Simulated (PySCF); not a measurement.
Static response to an electric field

Compound: C₃H₈GeO₂S.
Geometry (PBE0-D3(BJ)/def2-SVP, Å), atoms numbered from 1 in this order:
```xyz
15
C3H8GeO2S angstrom
C      2.313   -0.519   -0.615
S      2.135    1.279   -0.863
Ge    -0.007    1.471   -0.443
O     -0.863    0.066   -1.160
C     -1.721   -0.487   -0.184
C     -1.116   -0.232    1.200
O     -0.558    1.063    1.214
H      3.257   -0.809   -1.095
H      2.361   -0.766    0.454
H      1.481   -1.053   -1.093
H     -0.506    2.862   -0.843
H     -2.723   -0.020   -0.249
H     -1.837   -1.566   -0.374
H     -1.885   -0.304    1.986
H     -0.338   -0.990    1.421
```

Level: CAM-B3LYP/def2-SVPD (PySCF), static field, nuclei fixed, core orbitals frozen in the response. The polarisability tensor in these axes (au):

```
x   101.56   0.39  -7.69
y     0.39  90.85  -4.73
z    -7.69  -4.73  77.14
```

Problem. Give the principal values, the mean and the anisotropy Δα = √{½[(α1 − α2)² + (α2 − α3)² + (α1 − α3)²]}.

Solution. Principal values 73.76, 91.78 and 104.00 au; mean 89.85 au = 13.31 Å³ = 14.81 × 10⁻⁴⁰ C²·m²/J; Δα = 26.35 au (29 % of the mean).

Problem. What is the dipole moment, and where does it point?

Solution. (-0.44, -1.51, 0.28) D, 1.60 D in size, pointing from the negative to the positive side. Measured along this direction, the outermost atoms are H11 at the negative end and H13 at the positive end.

Problem. Find the Langevin capture rate constant for NH4+ (18.034 u) meeting this molecule (181.946 u), k = 2.342 × 10⁻⁹ cm³/s × √(α in Å³ / reduced mass in u).

Solution. The reduced mass is 16.41 u, so k = 2.11 × 10⁻⁹ cm³/s. The formula leaves out the permanent dipole, which adds to the capture rate.

Problem. Sum over states: ᾱ = Σ f/ω², ω in Eh. What share falls to these 6 lowest TDDFT singlets (eV, f)? 5.59, 0.0030; 6.31, 0.0201; 6.68, 0.0044; 6.88, 0.0021; 7.04, 0.0376; 7.07, 0.0533.

Solution. They add up to 1.90 au, 2.1 % of the 89.85 au; the largest single term is 0.79 au, from the state at 7.07 eV. Terms in order: 0.07, 0.37, 0.07, 0.03, 0.56, 0.79 au. Higher excitations give the rest. The strengths listed sum to 0.120.

Problem. Estimate the molar refractivity from the static electronic polarisability.

Solution. Lorentz–Lorenz: R = (4π/3)N_A α = 2.5225 cm³/(mol·Å³) × 13.31 Å³ = 33.6 cm³/mol, in the limit of long wavelengths.

Isolated species at its PBE0-D3(BJ)/def2-SVP geometry (one conformer only). The calculation is non-relativistic, for germanium too.
